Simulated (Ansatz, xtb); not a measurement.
**Isomers of C6H4NOP in order of energy**

8 gas-phase structures of C6H4NOP, from a drawn sample of its isomers (lower ones may exist). Each was relaxed with GFN2-xTB:

A. `N#CC1=PC=CC(O)=C1`, a singlet
B. `N#CC1=C(O)C=PC=C1`, a singlet
C. `N#CC1=CC=CC(O)=P1`, a singlet
D. `N#CC1=PC=C(O)C=C1`, a singlet
E. `N#CC1=CC(O)=PC=C1`, a singlet
F. `N#CC1=CP=CC(O)=C1`, a singlet
G. `N#CC1=C(O)C=CP=C1`, a singlet
H. `N#CC1=CP=C(O)C=C1`, a singlet

Question: Which do you expect lowest at r2SCAN-D4/def2-SVP, and how would the others follow?

Answer: Calculated order at r2SCAN-D4/def2-SVP: B (0.0), G (0.9), D (1.1), A (2.5), F (3.7), H (3.8), C (3.9), E (4.3) kcal/mol. Less than 1 kcal/mol parts B and G; G and D; F and H; H and C; C and E, so the order within those pairs means little.

Energies above the lowest of each column, in kcal/mol; the last columns are at B3LYP-D3(BJ)/def2-SVP geometries and were run for some of them only (a dash: not run or not comparable):

```tsv
structure	GFN2-xTB	HF/STO-3G	r2SCAN-D4/def2-SVP	B3LYP-D3(BJ)/def2-SVP	CCSD(T)/def2-SVP + ΔMP2/def2-TZVPP
B	0.1	1.5	0.0	0.0	0.0
G	1.6	2.1	0.9	0.8	1.1
D	0.0	0.0	1.1	1.0	0.9
A	1.2	1.2	2.5	2.4	2.5
F	1.5	3.4	3.7	3.5	2.4
H	2.4	3.2	3.8	3.7	3.8
C	2.3	2.7	3.9	–	–
E	2.6	3.9	4.3	–	–
```

CCSD(T)/def2-SVP + ΔMP2/def2-TZVPP has B and D within 1 kcal/mol of each other at the bottom, and every level picks one of them. CCSD(T)/def2-SVP + ΔMP2/def2-TZVPP orders those it was run on as B (0.0), D (0.9), G (1.1), F (2.4), A (2.5), H (3.8) kcal/mol. Less than 1 kcal/mol parts B and D; D and G; F and A, so the order within those pairs means little. Some further structures that were screened fall inside this span and aren't listed. Flexible structures stand in one conformer each, not always the lowest. Frequencies (GFN2-xTB) were run for A, B, D, F, G, H alone. ΔMP2 is the change of the MP2 energy from the smaller to the larger basis.

Over these structures GFN2-xTB departs from r2SCAN-D4/def2-SVP by 0.7 kcal/mol on average once a common shift is removed. A GFN2-xTB relaxation took about 0.24 s and the r2SCAN-D4/def2-SVP energy about 6.2 s on a shared host (Ansatz 0.2.0, xtb 6.7.1).
